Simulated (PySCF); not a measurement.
Ba (barium, neutral) across methods

[Xe] 6p2, high-spin 3P determinant (an excited configuration). Calculation: PySCF 2.14, in aug-cc-pwCVTZ-X2C; the spin-free X2C one-electron Hamiltonian (Gaussian nucleus). The B2PLYP total includes its PT2 part (frozen core); its orbital energies are those of the SCF part.

```
   method  E (hartree)  mean ε 5p α (eV)  mean ε 5p β (eV)  mean ε 6p α (eV)  Σ⟨r²⟩ (bohr²)   ⟨S²⟩
     PBE0     -8134.26           -22.482           -22.384            -2.736          123.7  2.000
      PBE     -8134.19           -20.754           -20.671            -2.382          122.0  2.000
   PBEsol     -8130.84           -20.763           -20.686            -2.352          121.6  2.000
BHandHLYP     -8134.61           -23.941           -23.845            -2.838          126.4  2.000
   B2PLYP     -8133.84           -23.944           -23.838            -2.864          127.6  2.000
      UHF  -8131.51219           -26.619           -26.470            -3.434          134.3  2.000
      LDA     -8127.57           -20.881           -20.794            -2.358          121.5  2.000
```

Question: Estimate the same row for r2SCAN.

Answer: E (hartree) = -8134.61; mean ε 5p α (eV) = -21.275; mean ε 5p β (eV) = -21.243; mean ε 6p α (eV) = -2.394; Σ⟨r²⟩ (bohr²) = 122.7; ⟨S²⟩ = 2.000.

Spin-orbit coupling, absent here, splits the open shell strongly.
